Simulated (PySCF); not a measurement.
**Working out the ionisation energy of Os**

Os [Xe] 4f14 5d6 6s2 (5D) → Os⁺ [Xe] 4f14 5d6 6s1 (6D). All numbers are calculated (PySCF 2.14, scalar relativity through the core potential, in aug-cc-pVTZ-PP with one added diffuse shell each of s, p, d, f, g type with ECP60MDF (7s7p6d4f3g, 113 functions)). Frozen: 5s2 5p6. Energies in hartree (1 hartree = 27.21139 eV):

```csv
part,Os (lower),Os⁺ (upper)
UHF,-90.071064,-89.831341
MP2 opposite-spin,-0.108043,-0.053787
MP2 same-spin,-0.080906,-0.077426
```

What does Hartree-Fock give?

(-89.831341) − (-90.071064) = 0.239723 hartree = 6.523 eV.

What do MP2 and SCS-MP2 (6/5 opposite-spin, 1/3 same-spin) give?

The opposite-spin parts differ by 1.476 eV and the same-spin parts by 0.095 eV. MP2: 6.523 + (1.476) + (0.095) = 8.094 eV. SCS-MP2: 6.523 + 1.2 × (1.476) + (0.095)/3 = 8.326 eV.

Measured between the centres of the two terms (NIST): 8.473 eV, so MP2 (valence) is off by -0.379 eV.

What remains against the reference includes basis incompleteness, the frozen core and correlation beyond second order.
